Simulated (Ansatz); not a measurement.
C2H2F2OSi (SMILES FC1=CO[Si@H]1F) moved off its minimum; all values from Ansatz (an electronic-structure program), cores frozen in correlated methods.
(charge 0, multiplicity 1)
```xyz
8

F      2.1773    -0.2657     0.8299
C      1.1071     0.1542     0.3137
C      0.8909     1.1984    -0.4450
O     -0.6196     1.1781    -0.7233
Si    -0.7836    -0.2156     0.1721
F     -1.3926    -1.3269    -0.7286
H      1.4171     1.9722    -0.7969
H     -1.6623    -0.0186     1.3550
```

```tsv
level	largest force (eV/Å)	on atom	rms difference from CCSD(T)/aug-cc-pV(T+d)Z (eV/Å)	dipole (D)
HF/def2-TZVPP	5.52	C3	0.626	1.44
PBE/def2-TZVPP	4.75	C3	0.246	1.28
r2SCAN/def2-TZVPP	4.76	C3	0.175	1.30
B3LYP/def2-TZVPP	4.65	C3	0.204	1.34
wB97M-V/def2-TZVPP	4.90	C3	0.245	1.33
MP2/aug-cc-pV(T+d)Z	4.62	C3	0.066	1.30
CCSD(T)/aug-cc-pV(T+d)Z	4.51	C3	0.000	1.29
```

The differences count from one level among others, with limits of its own. Forces at CCSD(T)/aug-cc-pV(T+d)Z (eV/Å):

| atom | Fx | Fy | Fz |
|---|---|---|---|
| F1 | 3.329 | -1.228 | 1.562 |
| C2 | -3.790 | -1.084 | -0.556 |
| C3 | -4.337 | -1.247 | 0.126 |
| O4 | 2.185 | 0.451 | 0.017 |
| Si5 | 0.848 | 1.695 | 0.796 |
| F6 | -0.233 | -1.128 | -0.394 |
| H7 | 1.765 | 2.844 | -1.378 |
| H8 | 0.233 | -0.303 | -0.174 |
